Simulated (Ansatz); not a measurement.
MnO₂⁺, relaxed as a singlet with RKS PBE0-D4/def2-TZVP in Ansatz, starting from the GFN2-xTB geometry. Force threshold 0.02 eV/Å.

No other spin state of charge 1 was run. The structure comes from a short search, and lower isomers may exist.

Start:

```xyz
3

Mn   -0.749    0.738   -0.153
O     0.724    0.161    0.067
O     0.025   -0.899    0.086
```

(1) Estimate the energy that the relaxation releases and the steps that it takes.

(2) Does the start keep its bonding and symmetry?

(3) Predict the relaxed structure.

Answers

(1) 0.29 eV, in 5 steps; 8.5 s on 4 threads of Intel Xeon on a shared host. No frequencies were taken in this run, so the end may be a saddle point.

(2) By distances, no bond broke or formed. The bond that changes most is Mn1–O2, from 1.60 to 1.72 Å (atoms count from 1). The end is the same structure that another start reached, the lowest one found. Point group Cs at the start, C2v at the end, both within 0.05 Å.

(3) 
Cartesian coordinates in Å:
```
Mn -0.7923 0.6830 -0.1524
O 0.8270 0.1588 0.0787
O -0.0346 -0.8418 0.0737
```
Bond lengths: 2 × Mn–O 1.72 Å; 1 × O–O 1.32 Å.
